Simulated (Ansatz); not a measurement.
Coupled-cluster diagnostics for Mg5H10, Ansatz.

Geometry of the singlet (r2SCAN-D4/def2-SVP):

```xyz
15

Mg   -1.570    0.404   -0.016
Mg    1.192    0.654   -0.943
Mg    1.399   -1.397    1.139
Mg   -0.835   -0.825   -2.621
Mg   -0.241    1.515    2.287
H    -1.947    0.833    1.662
H    -1.064   -2.175   -3.632
H     1.713   -3.049    1.427
H    -0.028    1.636    0.070
H    -2.177    0.159   -1.683
H     0.049    2.948    3.168
H     0.587    0.447   -2.620
H     2.419   -0.184    0.023
H    -0.109   -0.864   -0.433
H     0.611   -0.101    2.172
```

Correlated methods freeze 5 core orbitals; core or outer-core shells of Mg are correlated, in sets that lack core-valence functions. Another isomer (singlet) lies 0.18 eV lower at PBE0-D4/def2-TZVP; other spin states weren't run for this one.

Problem. Estimate the CCSD(T) correlation energy, the shares of MP2 and (T), T1 and the reference's ⟨S²⟩ for: charge 0, singlet, own geometry in def2-SVP; and the rough time on 4 threads of Arm Neoverse V1 on a shared host.

Solution. 
```tsv
state	basis	correlation (eV)	MP2 share (%)	(T) share (%)	T1	⟨S²⟩ (pure)	wall time
charge 0, singlet, own geometry	def2-SVP	-10.409	78.4	1.6	0.007	0.00 (0.00)	67 s
```
Customary marks for T1 are 0.02 (closed shells), 0.045 (open shells) and about 0.05 (3d metals). T1 stays under 0.02 throughout.
